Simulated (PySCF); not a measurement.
C₃H₃, SMILES C#C[CH2] (connectivity only; charge and spin as stated), charge +1, multiplicity 1. Geometry: PBE0-D3(BJ)/def2-TZVP. The multiplicity is an assumed one; other spin states were not compared. The isomer is the one that the SMILES or the coordinates give; other isomers of the formula were not compared.

TDDFT-ωB97X/def2-SVPD in PySCF puts the lowest singlet excitations at 2.28, 5.30, 7.34, 8.05, 8.27, 9.19 eV.

Question: What are the lowest excitation roots from PySCF with ADC(2)/aug-cc-pVDZ? (Estimate from the structure and the level; the computed values follow.)

Answer: 2.53, 5.20, 7.74, 8.28, 8.89, 9.21 eV. S1 differs by 0.25 eV (second minus first; roots are paired by order, and the bases may differ).
